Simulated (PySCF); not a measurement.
**Structure elucidation problem**

An unknown has the formula C₃H₂F₆. Its calculated NMR data are:

1H NMR (400 MHz, computed): δ 5.14 (m, 2H).

13C{1H} NMR (computed): δ 128.3 (C), 120.6 (C), 85.5 (CH2).

Gas phase, averaged over atoms made equivalent by symmetry, fast rotation or ring inversion, relativity neglected, single conformer. PBE0/pcSseg-1 with gauge-including orbitals; geometry from GFN2-xTB; PySCF 2.14.

Scale: 1H (σref 31.72) and 13C (σref 186.93) against TMS (reference shieldings calculated alike).

Task: Propose a structure and justify it.

Result: 
1. The formula gives 0 degrees of unsaturation.
2. 3 carbon signals for 3 carbons: no two carbons are equivalent.
3. Carbon types of the structure: 2 × C, 1 × CH2, which accounts for all hydrogens.
4. δC 128.3: CF3 carbon; 3 electronegative neighbours deshield it.
5. δC 120.6: fully substituted sp3 carbon bonded to 2 F; 2 electronegative neighbours deshield it.
6. δC 85.5: sp3 CH2 bonded to F; the inductive effect lowers its shielding.
7. δH 5.14: hydrogen on an sp3 CH2 bonded to F; its carbon carries F, an electronegative neighbour.

Structure: `FCC(F)(F)C(F)(F)F`.

The shifts were computed for this structure.

Splittings by 19F in the carbon and heteronuclear signals aren't shown, as no couplings were computed. Shifts are as computed. Against solution values, carbons near 30 ppm lie about +3 ppm off and those near 130 ppm about +5 ppm. Of 1211 compounds with measured shifts, 218 miss one by over three times the rms of a fit or turn the order of signals round; such compounds aren't used in these exercises.
